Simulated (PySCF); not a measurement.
Polarisability and C₆ of Sc (scandium, neutral)

[Ar] 3d1 4s2, 2D determinant. Calculation: PySCF 2.14, in aug-cc-pVTZ-DK (8s7p5d3f2g, 93 functions); the spin-free X2C one-electron Hamiltonian (Gaussian nucleus). Coupled (time-dependent) response in atomic units; α is the mean over directions.

```csv
method,mean α (bohr³),"α xx, yy, zz",C₆ (like pair),S(−4)
PBE,124.1,"120.8, 120.8, 130.6",1521,8372
PBE0,128.2,"124.4, 124.4, 135.9",1621,8577
```

S(−4) is the Cauchy moment in α(ω) = α(0) + S(−4) ω² + …

Reference α: 97 ± 10 bohr³ (recommended; Schwerdtfeger and Nagle, table of static dipole polarizabilities (2023 update)). Published C₆: 1383 (Chu and Dalgarno (2004); Tang, Norbeck and Certain (1976)).

α(iu) at PBE0:

```
u (hartree)  α(iu) (bohr³)
          0          128.2
     0.0500          110.4
      0.100          79.18
      0.200          39.06
      0.300          22.48
      0.500          10.78
      0.750          6.113
       1.00          4.133
       1.50          2.361
       2.00          1.547
       3.00         0.8088
       5.00         0.3313
```

A single London oscillator, α(iu) = α/(1 + u²/ω²), gives C₆ = (3/4) ω α². Matching the computed C₆ needs ω = 4 × 1621 / (3 × 128.2²) = 0.132 hartree.

The components differ because the open shell of this determinant is not spherical; for a pure term their mean is the scalar polarisability.

⟨S²⟩ = 1.04 against 0.75 shows spin contamination.
